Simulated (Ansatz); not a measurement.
The lowest singlet and triplet of OH (SMILES [OH+]); geometries from B3LYP-D3(BJ)/def2-TZVP, each state relaxed from the structure named, with no frequency check, low spin by broken symmetry.
Singlet (charge 1, multiplicity 1):
```json
[
 {"atom": "O", "x (Å)": "0.0000", "y (Å)": "0.0000", "z (Å)": "-0.1156"},
 {"atom": "H", "x (Å)": "0.0000", "y (Å)": "0.0000", "z (Å)": "0.9250"}
]
```
Triplet (charge 1, multiplicity 3):
```xyz
2

O      0.000     0.000    -0.116
H      0.000     0.000     0.925
```

A positive gap puts the triplet lower; no zero-point energy. R- takes a restricted singlet, here one determinant of a half-filled degenerate or near-degenerate pair, which mixes singlet states. The triplet is unrestricted in single-reference levels. Active spaces average the two states.

Cores are frozen in the correlated methods.

The values were computed with Ansatz (an electronic-structure program). Values without a source in brackets are computed.

R-PBE/def2-TZVPP gives 72.49 kcal/mol for the gap E(singlet) − E(triplet), adiabatic.

Problem. Where do these levels fall relative to PBE: R-r2SCAN/def2-TZVPP, R-PBE0/def2-TZVPP, R-wB97M-V/def2-TZVPP, R-B2PLYP/def2-TZVPP, R-MP2/cc-pVQZ, R-CCSD(T)/cc-pVQZ, SC-NEVPT2 on SA-CASSCF(6,5)/cc-pVQZ, FIC-MRCISD+Q on SA-CASSCF(6,5)/cc-pVQZ, FCI/cc-pVDZ.

Solution. R-r2SCAN/def2-TZVPP 6.85; R-PBE0/def2-TZVPP 2.36; R-wB97M-V/def2-TZVPP -7.70; R-B2PLYP/def2-TZVPP -2.34; R-MP2/cc-pVQZ -1.17; R-CCSD(T)/cc-pVQZ -14.70; SC-NEVPT2 on SA-CASSCF(6,5)/cc-pVQZ -21.22; FIC-MRCISD+Q on SA-CASSCF(6,5)/cc-pVQZ -22.10; FCI/cc-pVDZ -17.78 kcal/mol. 2 of 9 lie above PBE; the widest gap is to FIC-MRCISD+Q on SA-CASSCF(6,5)/cc-pVQZ.

Doubts at one or more of the structures used: a restricted determinant that unrestricted orbitals would lower (R-PBE/def2-TZVPP, R-r2SCAN/def2-TZVPP, R-PBE0/def2-TZVPP, R-wB97M-V/def2-TZVPP, R-B2PLYP/def2-TZVPP, R-MP2/cc-pVQZ, R-CCSD(T)/cc-pVQZ).
